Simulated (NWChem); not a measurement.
System: BaClF; SMILES [Cl][Ba][F]

Input file for NWChem:

```
start job
memory heap 200 mb stack 900 mb global 1100 mb
geometry units angstroms noautoz
  Ba    -0.167185    -0.336135     0.000000
  F      1.667635    -1.599131     0.000000
  Cl    -0.018124     2.434624     0.000000
end
basis spherical
  * library def2-svp
end
ecp
  Ba library def2-ecp
end
dft
  xc xpbe96 cpbe96
  grid xcoarse
  iterations 150
  mulliken
end
task dft gradient
```

NWChem printed, in part:

```
             Northwest Computational Chemistry Package (NWChem) 7.3.0
             --------------------------------------------------------

 CS  symmetry detected

                             Geometry "geometry" -> ""
                             -------------------------

 Output coordinates in angstroms (scale by  1.889725989 to convert to a.u.)

  No.       Tag          Charge          X              Y              Z
 ---- ---------------- ---------- -------------- -------------- --------------
    1 Ba                  56.0000    -0.31336052    -0.38168968     0.00000000
    2 F                    9.0000     1.23764235    -1.98047466     0.00000000
    3 Cl                  17.0000     0.37702400     2.30581731     0.00000000

 Effective nuclear repulsion energy (a.u.)     319.8094008416

      Symmetry information
      --------------------

 Group name             Cs
 Group number              2
 Group order               2
 No. of unique centers     3

 Summary of "ao basis" -> "ao basis" (spherical)
 ------------------------------------------------------------------------------
       Tag                 Description            Shells   Functions and Types
 ---------------- ------------------------------  ------  ---------------------
 Ba                         def2-svp                 9       23   4s3p2d
 F                          def2-svp                 6       14   3s2p1d
 Cl                         def2-svp                 8       18   4s3p1d

      Symmetry analysis of basis
      --------------------------

        a'         39
        a"         16

            General Information
            -------------------
          SCF calculation type: DFT
          Wavefunction type:  closed shell.
          No. of atoms     :     3
          No. of electrons :    36
           Alpha electrons :    18
            Beta electrons :    18
          Charge           :     0
          Spin multiplicity:     1
          Use of symmetry is: on ; symmetry adaption is: on
          Maximum number of iterations: 150
          AO basis - number of functions:    55
                     number of shells:    23
          Convergence on energy requested:  1.00D-06
          Convergence on density requested:  1.00D-05
          Convergence on gradient requested:  5.00D-04

              XC Information
              --------------
          PerdewBurkeErnzerhof Exchange Functional  1.000
            Perdew 1991 LDA Correlation Functional  1.000 local
           PerdewBurkeErnz. Correlation Functional  1.000 non-local

             Grid Information
             ----------------
          Grid used for XC integration:  xcoarse
          Radial quadrature: Mura-Knowles
          Angular quadrature: Lebedev.
          Tag              B.-S. Rad. Rad. Pts. Rad. Cut. Ang. Pts.
          ---              ---------- --------- --------- ---------
          Ba                  2.15       84          10.0       194
          F                   0.50       21          10.0       194
          Cl                  1.00       42          10.0       194
          Grid pruning is: on
          Number of quadrature shells:   147
          Spatial weights used:  Erf1

      Superposition of Atomic Density Guess
      -------------------------------------

 Sum of atomic energies:        -586.10001033

      Non-variational initial energy
      ------------------------------

 Total energy =    -583.517127
 1-e energy   =    -958.373493
 2-e energy   =     302.535122
 HOMO         =      -0.457302
 LUMO         =      -0.119636

      Symmetry analysis of molecular orbitals - initial
      -------------------------------------------------

  Numbering of irreducible representations:

     1 a'          2 a"

  Orbital symmetries:

     1 a'          2 a'          3 a'          4 a'          5 a'
     6 a"          7 a'          8 a'          9 a'         10 a'
    11 a"         12 a'         13 a'         14 a"         15 a'
    16 a'         17 a"         18 a'         19 a'         20 a"
    21 a'         22 a'         23 a"         24 a'         25 a"
    26 a'         27 a'         28 a'

     ---------------------------------------------
      Total Density - Mulliken Population Analysis
     ---------------------------------------------

    Atom       Charge   Shell Charges
 -----------   ------   -------------------------------------------------------
    1 Ba  10     8.34   0.27  1.72  0.11 -0.01  5.03  0.97  0.04  0.18  0.04
    2 F    9     9.88   1.99  1.17  0.82  3.65  2.25  0.00
    3 Cl  17    17.78   2.00  1.99  1.24  0.74  5.95  2.27  3.59  0.00

   convergence    iter        energy       DeltaE   RMS-Dens  Diis-err
 ---------------- ----- ----------------- --------- --------- ---------
 d= 0,ls=0.0,diis     1   -585.0315088480 -6.57D+02  7.95D-02  1.06D+00
 d= 0,ls=0.0,diis     2   -577.3977465800  7.63D+00  6.90D-02  4.54D+01
 d= 0,ls=0.0,diis     3   -585.1266771047 -7.73D+00  1.74D-02  3.38D-01
 d= 0,ls=0.0,diis     4   -585.1436419438 -1.70D-02  6.76D-03  2.82D-01
 d= 0,ls=0.0,diis     5   -585.1787251098 -3.51D-02  1.62D-03  1.30D-02
  Resetting Diis
 d= 0,ls=0.0,diis     6   -585.1803580198 -1.63D-03  2.72D-04  1.55D-04
 d= 0,ls=0.0,diis     7   -585.1803831527 -2.51D-05  1.20D-04  1.87D-05
 d= 0,ls=0.0,diis     8   -585.1803778852  5.27D-06  8.93D-05  8.08D-05
 d= 0,ls=0.0,diis     9   -585.1803849992 -7.11D-06  2.54D-05  3.85D-06
 d= 0,ls=0.0,diis    10   -585.1803854552 -4.56D-07  3.40D-06  6.99D-08

         Total DFT energy =     -585.180385455207
      One electron energy =     -963.524498318310
           Coulomb energy =      348.297213711380
    Exchange-Corr. energy =      -42.274345405804
 Nuclear repulsion energy =       72.321244557527

 Numeric. integr. density =       36.001116369391

                  Occupations of the irreducible representations
                  ----------------------------------------------

                     irrep           alpha         beta
                     --------     --------     --------
                     a'               14.0         14.0
                     a"                4.0          4.0

                       DFT Final Molecular Orbital Analysis
                       ------------------------------------

 Vector   16  Occ=2.000000D+00  E=-2.239533D-01  Symmetry=a'
              MO Center=  3.7D-01,  1.9D+00, -7.7D-16, r^2= 2.8D+00
   Bfn.  Coefficient  Atom+Function         Bfn.  Coefficient  Atom+Function
  ----- ------------  ---------------      ----- ------------  ---------------
    49      0.592411  3 Cl py                46      0.431877  3 Cl py
    43      0.256097  3 Cl py                 3     -0.215723  1 Ba s
     6      0.157754  1 Ba py                14     -0.148426  1 Ba d -2
    27      0.143206  2 F  px                 2      0.141305  1 Ba s
    30     -0.104052  2 F  px                 4      0.097241  1 Ba s

 Vector   17  Occ=2.000000D+00  E=-2.166222D-01  Symmetry=a"
              MO Center=  3.5D-01,  2.2D+00, -7.0D-13, r^2= 1.7D+00
   Bfn.  Coefficient  Atom+Function         Bfn.  Coefficient  Atom+Function
  ----- ------------  ---------------      ----- ------------  ---------------
    50      0.620156  3 Cl pz                47      0.444503  3 Cl pz
    44      0.263551  3 Cl pz                15      0.118401  1 Ba d -1
    13      0.090065  1 Ba pz                20      0.065920  1 Ba d -1
     7     -0.057090  1 Ba pz                29     -0.055666  2 F  pz
    17     -0.050896  1 Ba d  1              32      0.045038  2 F  pz

 Vector   18  Occ=2.000000D+00  E=-2.120913D-01  Symmetry=a'
              MO Center=  4.0D-01,  2.0D+00, -3.0D-16, r^2= 2.4D+00
   Bfn.  Coefficient  Atom+Function         Bfn.  Coefficient  Atom+Function
  ----- ------------  ---------------      ----- ------------  ---------------
    48      0.618306  3 Cl px                45      0.440273  3 Cl px
    42      0.261046  3 Cl px                27      0.156728  2 F  px
    30     -0.125391  2 F  px                 6      0.093068  1 Ba py
    19      0.085602  1 Ba d -2              18      0.071076  1 Ba d  2
     5     -0.061078  1 Ba px                11      0.058909  1 Ba px

 Vector   19  Occ=0.000000D+00  E=-8.432988D-02  Symmetry=a'
              MO Center= -1.2D+00, -6.5D-01, -3.3D-15, r^2= 7.3D+00
   Bfn.  Coefficient  Atom+Function         Bfn.  Coefficient  Atom+Function
  ----- ------------  ---------------      ----- ------------  ---------------
     3      0.715608  1 Ba s                  2     -0.492091  1 Ba s
     4      0.345357  1 Ba s                 11     -0.310184  1 Ba px
    16      0.236924  1 Ba d  0              18      0.159841  1 Ba d  2
     1      0.101193  1 Ba s                  5      0.094616  1 Ba px
    12     -0.087779  1 Ba py                14      0.076297  1 Ba d -2

 Vector   20  Occ=0.000000D+00  E=-4.732603D-02  Symmetry=a"
              MO Center= -9.3D-01, -6.0D-01,  6.3D-15, r^2= 5.7D+00
   Bfn.  Coefficient  Atom+Function         Bfn.  Coefficient  Atom+Function
  ----- ------------  ---------------      ----- ------------  ---------------
    17      0.681620  1 Ba d  1              13      0.468132  1 Ba pz
    15     -0.295919  1 Ba d -1              22      0.253697  1 Ba d  1
     7     -0.115366  1 Ba pz                50      0.087114  3 Cl pz
    20     -0.083731  1 Ba d -1              10     -0.064673  1 Ba pz
    47      0.046742  3 Cl pz                29     -0.040316  2 F  pz

 Vector   21  Occ=0.000000D+00  E=-4.699799D-02  Symmetry=a'
              MO Center= -9.3D-01, -6.2D-01,  1.2D-14, r^2= 5.7D+00
   Bfn.  Coefficient  Atom+Function         Bfn.  Coefficient  Atom+Function
  ----- ------------  ---------------      ----- ------------  ---------------
    16      0.652225  1 Ba d  0              11      0.401814  1 Ba px
    21      0.256942  1 Ba d  0              14     -0.253765  1 Ba d -2
    18     -0.241974  1 Ba d  2              12      0.189260  1 Ba py
     3      0.141578  1 Ba s                  4     -0.136444  1 Ba s
     5     -0.108008  1 Ba px                49     -0.095444  3 Cl py

     ---------------------------------------------
      Total Density - Mulliken Population Analysis
     ---------------------------------------------

    Atom       Charge   Shell Charges
 -----------   ------   -------------------------------------------------------
    1 Ba  10     9.10   0.27  1.72  0.12 -0.02  5.02  0.96  0.13  0.73  0.17
    2 F    9     9.47   1.99  1.11  0.86  3.30  2.21  0.00
    3 Cl  17    17.43   2.00  1.98  1.25  0.73  5.93  2.12  3.41  0.00

     -------------------------------------------
      Total Density - Lowdin Population Analysis
     -------------------------------------------

    Atom       Charge   Shell Charges
 -----------   ------   -------------------------------------------------------
    1 Ba  10     9.40   0.26  1.57  0.23  0.05  4.34  1.61  0.26  0.77  0.31
    2 F    9     9.39   1.98  1.04  0.85  3.21  2.32  0.00
    3 Cl  17    17.21   2.00  1.96  1.05  0.81  5.82  2.26  3.31  0.00

     Multipole analysis of the density
     ---------------------------------

     L   x y z        total         alpha         beta         nuclear
     -   - - -        -----         -----         ----         -------
     0   0 0 0     -0.000000    -18.000000    -18.000000     36.000000

     1   1 0 0     -2.395792    -14.817703    -14.817703     27.239614
     1   0 1 0     -1.354437    -17.266864    -17.266864     33.179290
     1   0 0 1     -0.000000     -0.000000     -0.000000      0.000000

     2   2 0 0    -32.282491    -46.824323    -46.824323     61.366155
     2   1 1 0      4.499988     13.115109     13.115109    -21.730230
     2   1 0 1     -0.000000     -0.000000     -0.000000      0.000000
     2   0 2 0    -47.373339   -250.704366   -250.704366    454.035394
     2   0 1 1      0.000000      0.000000      0.000000      0.000000
     2   0 0 2    -28.370594    -14.185297    -14.185297      0.000000

            General Information
            -------------------
          SCF calculation type: DFT
          Wavefunction type:  closed shell.
          No. of atoms     :     3
          No. of electrons :    36
           Alpha electrons :    18
            Beta electrons :    18
          Charge           :     0
          Spin multiplicity:     1
          Use of symmetry is: on ; symmetry adaption is: on
          Maximum number of iterations: 150
          AO basis - number of functions:    55
                     number of shells:    23
          Convergence on energy requested:  1.00D-06
          Convergence on density requested:  1.00D-05
          Convergence on gradient requested:  5.00D-04

              XC Information
              --------------
          PerdewBurkeErnzerhof Exchange Functional  1.000
            Perdew 1991 LDA Correlation Functional  1.000 local
           PerdewBurkeErnz. Correlation Functional  1.000 non-local

             Grid Information
             ----------------
          Grid used for XC integration:  xcoarse
          Radial quadrature: Mura-Knowles
          Angular quadrature: Lebedev.
          Tag              B.-S. Rad. Rad. Pts. Rad. Cut. Ang. Pts.
          ---              ---------- --------- --------- ---------
          Ba                  2.15       84          10.0       194
          F                   0.50       21          10.0       194
          Cl                  1.00       42          10.0       194
          Grid pruning is: on
          Number of quadrature shells:   147
          Spatial weights used:  Erf1

          Convergence Information
          -----------------------
          Convergence aids based upon iterative change in
          total energy or number of iterations.
          Levelshifting, if invoked, occurs when the
          HOMO/LUMO gap drops below (HL_TOL):  1.00D-02
          DIIS, if invoked, will attempt to extrapolate
          using up to (NFOCK): 10 stored Fock matrices.

                    Damping( 0%)  Levelshifting(0.5)       DIIS
                  --------------- ------------------- ---------------
          dE  on:    start            ASAP                start
          dE off:    2 iters        150 iters           150 iters

                            NWChem DFT Gradient Module
                            --------------------------

  charge          =   0.00
  wavefunction    = closed shell

  Using symmetry

                         DFT ENERGY GRADIENTS

    atom               coordinates                        gradient
                 x          y          z           x          y          z
   1 Ba     -0.592166  -0.721289   0.000000    0.003669  -0.001867   0.000000
   2 F       2.338805  -3.742554   0.000000   -0.003067   0.002143   0.000000
   3 Cl      0.712472   4.357363   0.000000   -0.000602  -0.000277   0.000000
```

Level: PBE/def2-SVP with def2 effective core potentials on Ba. The geometry was optimised at PBE0/def2-SVP. def2 effective core potentials on Ba; no spin-orbit coupling.
